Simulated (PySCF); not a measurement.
## Electron correlation in Se⁺ (selenium, charge +1)

[Ar] 3d10 4s2 4p3, high-spin 4S determinant. All numbers are calculated (PySCF 2.14, scalar relativity by spin-free X2C-1e, in jorge-DZP-DKH (8s6p2d1f, 43 functions)). Frozen: [Ar] 3d10; 5 electrons correlated.

MP2 pair energies summed by pair of shells (mhartree):

```tsv
pair	energy	share (%)
4s-4p	-17.55	64.8
4s-4s	-5.36	19.8
4p-4p	-4.15	15.3
```

Total MP2 correlation energy: -27.06 mhartree.

Same-spin part -5.93 and opposite-spin part -21.13 mhartree; SCS-MP2 scales them by 1/3 and 6/5 to -27.33 mhartree.

| level | correlation energy (mhartree) |
| --- | --- |
| CCSD | -32.69 |
| (T) | -0.20 |
| CCSD(T) | -32.89 |

Diagnostics: T1 = 0.0020, D1 = 0.0047, largest double amplitude 0.023.

Cost of the coupled-cluster step: 0.27 s of wall time on 1 thread of Neoverse-V2 (shared host), for 5 correlated electrons.
